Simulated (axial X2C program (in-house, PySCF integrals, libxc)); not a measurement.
Correcting the dissociation energy of MgTe for spin–orbit coupling

A spin-free CCSD(T) curve (one-electron X2C) was computed with an axial X2C code built on PySCF integrals, basis Te dyall-cv3z [11s12p8d4f1g], Mg dyall-cv3z [9s8p6d3f] (cores contracted in-house), for the state M_S = 0, Λ = 0 (closed shell). It gives D0 = 1.381 eV to Te + Mg, which in a spin-free picture are the weighted means of the ground terms.

Correlated methods: 8 electrons correlated (number of frozen shells: Te 4 s, 3 p, 2 d; Mg 2 s, 1 p), 292 virtual spin orbitals or spinors in MP2, 88 natural virtuals in coupled cluster.

Measured levels of the ground terms (NIST Handbook of Basic Atomic Spectroscopic Data), in cm⁻¹: Te 3P: J = 2 at 0, J = 0 at 4706.5, J = 1 at 4750.7; Mg 1S: J = 0 at 0.

The molecular state has Λ = 0, so it has no first-order lowering.

How far does each ground level lie under the (2J+1)-weighted mean of its term?

Te: (5 × 0 + 1 × 4706.5 + 3 × 4750.7)/9 = 2107 cm⁻¹; Mg: a single level, 0.

Correct D0.

D0 = 1.381 + (0 − 2107)/8065.5 = 1.120 eV at CCSD(T) with these spin–orbit terms. The direct two-component run gives 1.164 eV; the difference holds second-order terms in the molecule, scalar two-electron terms, the gap between measured and computed atomic splittings (a 2c atom can miss part of its lowering) and, in coupled cluster, the truncation of each run.

Second-order spin–orbit effects in the molecule, which grow quickly with Z, are left out. The state is one determinant whose occupation by symmetry is held fixed; it was picked as the lowest of a PBE0 search that is not exhaustive. De is counted from the lowest determinant-based energies of the atoms at the same level, without counterpoise correction. Coupled cluster ran in a truncated set of natural virtual spinors; the MP2 energy of the rest was added. (T) has no such correction and the atoms are truncated less, which lowers De at CCSD(T) by a hundredth of an eV or more. PBE0 can misorder states that lie within some tenths of an eV, so this need not be the ground state of the molecule. The nearest other spin-free determinant of the search, M_S = 1, Λ = 1, lies 0.34 eV up at the distance of the search. With the outer-core shells frozen, correlated bond lengths of heavy atoms tend to come out a few hundredths of an ångström too long.
